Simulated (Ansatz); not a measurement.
Reactions of `C[BH][GeH2][SiH3]`.

Isolated molecules relaxed with PBE0-D4/def2-TZVP in Ansatz; ΔE leaves out vibrations. CCSD(T)/CBS adds triple-zeta CCSD(T) − MP2 to the extrapolated MP2 energy (def2 sets, frozen cores). This one scheme is used for every species. For Ge outer-core shells are correlated without core-valence functions, which leaves a few kJ/mol of doubt a bond. Scalar relativity is left out up to krypton. One conformer a species, not always the lowest.

(1) Order these by ΔE at CCSD(T)/CBS, lowest first. (An estimate is asked.)
A. `C[BH][GeH2][SiH3]` + `C=CCl` → `C=C[SiH3]` + `C[BH][GeH2][Cl]`
B. `C[BH][GeH2][SiH3]` + `N[SiH3]` → `CBN[SiH3]` + `[SiH3][GeH3]`
C. `C[BH][GeH2][SiH3]` + `[CH3][Al]([OH])[SiH3]` → `[CH3][Al]([SiH3])[O][SiH3]` + `C[BH][GeH3]`
D. `C[BH][GeH2][SiH3]` + `C[O][Al]([OH])[Cl]` → `C[O][Al]([Cl])[O]C` + `[BH2][GeH2][SiH3]`

Largest T1 diagnostic: 0.013, for `[BH2][GeH2][SiH3]`.

## Answers

(1) B (-135.6 kJ/mol), A (-107.7 kJ/mol), C (-82.3 kJ/mol), D (+114.2 kJ/mol).
